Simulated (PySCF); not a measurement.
# Radial density of Sr (strontium, neutral)

BP86, [Kr] 5s2, closed-shell 1S. Computed with PySCF 2.14 in x2c-TZVPall (8s6p6d1f, 63 functions), with the spin-free X2C one-electron Hamiltonian (Gaussian nucleus).

```
r (bohr)  4πr²ρ (e/bohr)
  0.0417           42.58
  0.0701           42.11
   0.118           57.51
   0.198           39.26
   0.334           38.77
   0.561           29.13
   0.944           8.323
    1.59           5.564
    2.67           1.145
    4.49          0.5005
    7.56         0.06445
    12.7       0.0004255
```

Densities and radii are taken from the X2C orbitals without a picture-change correction, which distorts them close to the nucleus.
